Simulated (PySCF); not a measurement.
Telling isomers of C₅H₄F₂ apart by NMR

PySCF calculation with geometry from GFN2-xTB, shielding tensors at PBE0/pcSseg-1 (GIAO) and J couplings at B3LYP/pcJ-1 (spin–dipole term left out of most H,H and C,H couplings); fast rotation and ring inversion assumed for equivalent nuclei, no solvent model, non-relativistic Hamiltonian, single conformer.

Scale: TMS for 1H (31.72 ppm), 13C (186.93 ppm) (reference shieldings calculated alike). Multiplet labels drop J under 1 Hz and among equivalent protons, and merge close values. Unscaled 3J(H,H) run several per cent high. Vicinal couplings that depend on rotamer populations or ring flexing (ring, CH–CH, X–H and H–F types) are those of the one conformer. One-bond C–F couplings are unscaled and too large by tens of Hz. Shifts are as computed. Against solution values, carbons near 30 ppm lie about +3 ppm off and those near 130 ppm about +5 ppm. Of 1309 compounds with measured shifts, 239 miss one by over three times the rms of a fit or turn the order of signals round; such compounds aren't used in these exercises.

(1) Tabulate the signals of `C=C1C=C1C(F)F`, `C#C/C(F)=C\CF`, `C#CC(=C)C(F)F`, `C#C[C@@]1(F)C[C@H]1F`, `C#C/C(F)=C/CF` and their relative energies.

(2) What is the quickest way to tell C#C/C(F)=C\CF from C#CC(=C)C(F)F?

(3) What is the quickest way to tell C#C/C(F)=C\CF from C#C/C(F)=C/CF?

(4) What is the quickest way to tell C#CC(=C)C(F)F from C#C[C@@]1(F)C[C@H]1F?

Results:

(1) 
```json
{"SMILES": "C=C1C=C1C(F)F", "carbon types": "2×C 2×CH 1×CH2", "δC": "148.5, 141.9, 123.8, 117.0, 67.3", "δH": "8.19 (tdt, 1H), 7.11 (td, 1H), 4.22 (m, 1H), 4.18 (m, 1H)", "E rel. (kcal/mol)": "17.3"}
{"SMILES": "C#C/C(F)=C\\CF", "carbon types": "2×C 2×CH 1×CH2", "δC": "152.3, 126.0, 97.3, 83.0, 77.3", "δH": "6.34 (ddt, 1H), 5.51 (ddd, 2H), 3.20 (dd, 1H)", "E rel. (kcal/mol)": "8.4"}
{"SMILES": "C#CC(=C)C(F)F", "carbon types": "2×C 2×CH 1×CH2", "δC": "136.9, 133.0, 119.2, 92.1, 84.4", "δH": "6.59 (td, 1H), 6.42 (td, 1H), 6.39 (d, 1H), 2.87 (d, 1H)", "E rel. (kcal/mol)": "0.0"}
{"SMILES": "C#C[C@@]1(F)C[C@H]1F", "carbon types": "2×C 2×CH 1×CH2", "δC": "88.5, 81.2, 79.0, 72.5, 25.6", "δH": "4.94 (m, 1H), 2.39 (d, 1H), 1.53 (m, 1H), 1.42 (m, 1H)", "E rel. (kcal/mol)": "16.6"}
{"SMILES": "C#C/C(F)=C/CF", "carbon types": "2×C 2×CH 1×CH2", "δC": "149.1, 128.4, 90.4, 81.8, 80.0", "δH": "6.02 (ddt, 1H), 5.69 (m, 2H), 2.82 (dt, 1H)", "E rel. (kcal/mol)": "8.2"}
```

Energies are electronic energies at PBE0/pcSseg-1 on these geometries, without zero-point or thermal terms, each for the one conformer computed, which needn't be the lowest.

(2) Both give the same number of carbon signals, with the same numbers of each carbon type, so the positions decide. The first has an allylic sp3 CH2 bonded to F at 83.0 ppm, the second a terminal =CH2 carbon at 136.9 ppm. Their most deshielded carbons lie at 152.3 and 136.9 ppm.

(3) Both give the same number of carbon signals, with the same numbers of each carbon type, so the positions decide. The first has a terminal alkyne carbon (CH) at 97.3 ppm, the second a terminal alkyne carbon (CH) at 90.4 ppm. Their most deshielded carbons lie at 152.3 and 149.1 ppm.

(4) Both give the same number of carbon signals, with the same numbers of each carbon type, so the positions decide. The first has a terminal =CH2 carbon at 136.9 ppm, the second a three-membered-ring carbon (CH2) at 25.6 ppm. Their most deshielded carbons lie at 136.9 and 88.5 ppm. In the proton spectra the most deshielded non-exchanging signals are 6.59 (td, J = 1.3, 1.2 Hz, 1H) and 4.94 (m, 1H).
